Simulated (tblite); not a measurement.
C6H12O3Si.
Atom-mapped SMILES: `[O:1]=[CH:2][CH2:3][O:4][C@@H:5]1[CH2:6][CH2:7][Si@H:8]([OH:9])[CH2:10]1` (hydrogens: H11 on C2; H12, H13 on C3; H14 on C5; H15, H16 on C6; H17, H18 on C7; H19 on Si8; H20 on O9; H21, H22 on C10)

Computed with GFN2-xTB (tblite), gas phase: L-BFGS steps from a force-field or distance-geometry start until the largest atomic force falls under 0.01 eV/Å.

Geometry at step 23:
```
atom  x, y, z in Å
O1      4.1266   -0.3158   -0.2046
C2      3.1311   -0.7873    0.2649
C3      1.8944   -1.1945   -0.5120
O4      0.7187   -0.8062    0.1483
C5      0.3944    0.5768   -0.0224
C6     -0.4480    1.0174    1.1763
C7     -1.8213    0.3529    1.0751
Si8    -2.2155    0.2757   -0.7872
O9     -2.7572   -1.1537   -1.3468
C10    -0.4396    0.7571   -1.2938
H11     3.0156   -0.9626    1.3521
H12     1.9481   -0.7921   -1.5306
H13     1.8805   -2.2909   -0.5657
H14     1.3330    1.1464   -0.0633
H15     0.0562    0.7622    2.1114
H16    -0.5455    2.1013    1.1182
H17    -1.7413   -0.6572    1.4742
H18    -2.5534    0.8913    1.6730
H19    -3.2554    1.1536   -1.3009
H20    -2.3215   -1.9810   -1.1532
H21    -0.3691    1.7916   -1.6202
H22    -0.0412    0.1345   -2.0941
```

Problem. Give the atomic forces at this geometry.

Solution. 
| atom | Fx (eV/Å) | Fy (eV/Å) | Fz (eV/Å) |
| --- | --- | --- | --- |
| O1 | -0.034 | -0.087 | -0.001 |
| C2 | -0.036 | 0.027 | 0.031 |
| C3 | 0.015 | 0.006 | -0.008 |
| O4 | 0.012 | -0.149 | 0.049 |
| C5 | 0.056 | -0.100 | -0.010 |
| C6 | 0.022 | 0.013 | -0.073 |
| C7 | 0.024 | -0.031 | -0.022 |
| Si8 | -0.024 | -0.010 | -0.031 |
| O9 | 0.024 | 0.002 | 0.022 |
| C10 | -0.018 | -0.003 | 0.001 |
| H11 | 0.017 | 0.059 | 0.008 |
| H12 | -0.001 | -0.002 | -0.062 |
| H13 | -0.005 | 0.033 | 0.030 |
| H14 | 0.009 | 0.086 | 0.011 |
| H15 | -0.015 | 0.015 | -0.072 |
| H16 | -0.044 | 0.044 | 0.044 |
| H17 | -0.082 | -0.028 | 0.075 |
| H18 | 0.033 | -0.045 | 0.018 |
| H19 | 0.001 | 0.052 | 0.018 |
| H20 | 0.040 | 0.032 | 0.020 |
| H21 | -0.023 | 0.017 | -0.033 |
| H22 | 0.029 | 0.069 | -0.015 |

The largest, 0.16 eV/Å, acts on O4; the rms over all components is 0.043 eV/Å. The forces sum to zero within rounding, as they must for an isolated molecule in no field.

Problem. Give the force on O4 in Eh/bohr and in nN.

Solution. 0.157 eV/Å ÷ 51.422 = 0.00306 Eh/bohr, and 0.157 eV/Å × 1.602 = 0.25 nN.

Problem. How far is this geometry from the end of the optimisation?

Solution. 0.057 eV above it, and 0.258 Å rms away after alignment. The bonds farthest from their final lengths, with half the difference of the two atoms' forces along the bond (positive lengthens):

| bond | now (Å) | final (Å) | force along bond (eV/Å) |
| --- | --- | --- | --- |
| C3–O4 | 1.403 | 1.398 | -0.01 |
| C2–C3 | 1.516 | 1.512 | -0.01 |
| C3–H12 | 1.097 | 1.100 | +0.02 |
| C5–H14 | 1.099 | 1.101 | +0.03 |
| C5–C10 | 1.531 | 1.529 | +0.02 |
| C6–C7 | 1.529 | 1.531 | +0.01 |

The angle farthest from its final value is Si8–O9–H20, 122.6° against 120.0°.

What follows is the cost of the whole relaxation. Time: 1.9 s wall. Hardware: one thread of an Arm Neoverse N1, on a shared host.
